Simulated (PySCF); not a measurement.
PySCF input file for BaI2, SMILES [Ba]([I])[I], PBE-D3(BJ)/def2-SVP. Geometry optimised at PBE-D3(BJ)/def2-SVP. The def2 effective core potentials stand for the cores of Ba, I; spin–orbit coupling is left out.

```python
import numpy as np
from pyscf import gto, scf, dft, df
from pyscf.hessian import thermo

mol = gto.M(
    atom='''
    Ba    0.00000000    0.00000000   -0.80709409
    I     0.00000000    2.88289024    0.42638933
    I     0.00000000   -2.88289024    0.42638933
    ''',
    basis='def2-SVP',
    ecp={'Ba': 'def2-svp', 'I': 'def2-svp'},
    charge=0,
    spin=0,
    max_memory=1600,
    verbose=3,
)
mf = dft.RKS(mol, xc='pbe').density_fit(auxbasis='def2-universal-jkfit')
mf.disp = 'd3bj'
mf.grids.level = 3
mf.conv_tol = 1e-11
mf.max_cycle = 100
mf.kernel()

# [left out here: the lines that compute and print the analytic Hessian (its translational invariance restored by hand, since the grid's response is missing), thermochemistry and intensities]
```

Log of the run:

```
converged SCF energy = -621.024760716025

WARN: DFTD3 does not support analytical Hessian, using finite difference


WARN: Mole.unit (angstrom) is changed to Bohr

Mode                                 0                   1                   2
Irrep
Freq [cm^-1]                       11.1135            130.5859            173.1899
Reduced mass [au]                 130.8577            129.3675            133.0619
Force const [Dyne/A]                0.0095              1.2998              2.3515
Char temp [K]                      15.9898            187.8841            249.1818
Normal mode                   x     y     z       x     y     z       x     y     z
       0  Ba                 0.00 -0.00  0.05   -0.00 -0.00 -0.04   -0.00  0.07 -0.00
       1   I                -0.00  0.04 -0.03    0.00  0.05  0.02    0.00 -0.04 -0.02
       2   I                -0.00 -0.04 -0.03    0.00 -0.05  0.02    0.00 -0.04  0.02
temperature 298.1500 [K]
pressure 101325.00 [Pa]
Rotational constants [GHz] 3.72748 0.23958 0.22511
Symmetry number 2
Zero-point energy (ZPE) 0.00072 [Eh]   1883.456 [J/mol]
                           tot       elec      trans        rot        vib
Entropy [J/mol/K]       365.233      0.000    183.190    127.068     54.975
Cv [J/mol/K]             49.147      0.000     12.472     12.472     24.204
Cp [J/mol/K]             57.462      0.000     20.786     12.472     24.204
Internal energy [J/mol]                      3718.434   3718.434   7661.602
Internal energy [Eh]   -621.01901  -621.02476
Enthalpy [J/mol]                             6197.391   3718.434   7661.602
Enthalpy [Eh]          -621.01807
Gibbs free energy [J/mol]                  -48420.716 -34167.008  -8729.108
Gibbs free energy [Eh] -621.05954
mode   freq/cm-1   IR/(km/mol)
   1       11.11         5.883
   2      130.59         6.560
   3      173.19        56.938
max |gradient| / (hartree/bohr): 0.0030509845155364456
APT charges: [ 1.4721 -0.7361 -0.7361]
```

The calculation finished and met its thresholds.

Cost: very roughly 18 core-seconds.
